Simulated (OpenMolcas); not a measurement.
## Ionisation energies of argon

```json
{"Program": "OpenMolcas", "Basis": "ANO-RCC [8s7p5d4f2g]", "Scalar Hamiltonian": "DKH2, point nucleus", "Spin-orbit coupling": "RASSI with atomic mean-field integrals over the reference wave functions, term energies averaged over their components"}
```

Active shells in each charge state: the valence s, p shells, with orbitals averaged over the low states. Where CASPT2's correlated closed shells are named, they are those of the first ion.

A. CASSCF
B. SS-CASPT2, IPEA 0.25 Eh, imaginary shift 0.1 Eh (closed shells correlated: 2s 2p)
C. SS-CASPT2, IPEA 0 Eh, imaginary shift 0.1 Eh (closed shells correlated: 2s 2p)

Energies in eV between the lowest computed levels, named as in B; reference values from the NIST Atomic Spectra Database with their kind.

```json
{"From": "Ar 3s² 3p⁶ ¹S₀", "To": "Ar+ 3s² 3p⁵ ²P°_3/2", "A": "14.699", "B": "15.700", "C": "15.573", "Spin-orbit share in B": "-0.056", "Reference": "15.760 (measured)"}
{"From": "Ar+ 3s² 3p⁵ ²P°_3/2", "To": "Ar2+ 3s² 3p⁴ ³P₂", "A": "26.374", "B": "27.441", "C": "27.342", "Spin-orbit share in B": "-0.011", "Reference": "27.630 (measured)"}
{"From": "Ar2+ 3s² 3p⁴ ³P₂", "To": "Ar3+ 3s² 3p³ ⁴S°_3/2", "A": "39.222", "B": "40.449", "C": "40.371", "Spin-orbit share in B": "+0.067", "Reference": "40.735 (semi-empirical)"}
{"From": "Ar3+ 3s² 3p³ ⁴S°_3/2", "To": "Ar4+ 3s² 3p² ³P₀", "A": "58.024", "B": "59.057", "C": "59.153", "Spin-orbit share in B": "-0.152", "Reference": "59.580 (semi-empirical)"}
{"From": "Ar4+ 3s² 3p² ³P₀", "To": "Ar5+ 3s² 3p ²P°_1/2", "A": "73.423", "B": "74.522", "C": "74.623", "Spin-orbit share in B": "-0.017", "Reference": "74.840 (semi-empirical)"}
{"From": "Ar5+ 3s² 3p ²P°_1/2", "To": "Ar6+ 3s² ¹S₀", "A": "89.738", "B": "90.975", "C": "91.077", "Spin-orbit share in B": "+0.169", "Reference": "91.290 (measured)"}
{"From": "Ar6+ 3s² ¹S₀", "To": "Ar7+ 3s ²S_1/2", "A": "123.862", "B": "124.217", "C": "124.218", "Spin-orbit share in B": "+0.000", "Reference": "124.410 (semi-empirical)"}
{"From": "Ar7+ 3s ²S_1/2", "To": "Ar8+ 2p⁶ ¹S₀", "A": "142.943", "B": "143.359", "C": "143.363", "Spin-orbit share in B": "+0.000", "Reference": "143.457 (semi-empirical)"}
```

Error against the reference values, in %:

```csv
From,Reference,A,B,C
Ar,measured,-6.7,-0.4,-1.2
Ar+,measured,-4.5,-0.7,-1.0
Ar2+,semi-empirical,-3.7,-0.7,-0.9
Ar3+,semi-empirical,-2.6,-0.9,-0.7
Ar4+,semi-empirical,-1.9,-0.4,-0.3
Ar5+,measured,-1.7,-0.3,-0.2
Ar6+,semi-empirical,-0.4,-0.2,-0.2
Ar7+,semi-empirical,-0.4,-0.1,-0.1
```

Mean absolute error over the 3 measured values: A 1.29 eV, B 0.19 eV, C 0.23 eV. B lies closest.

° marks odd parity.
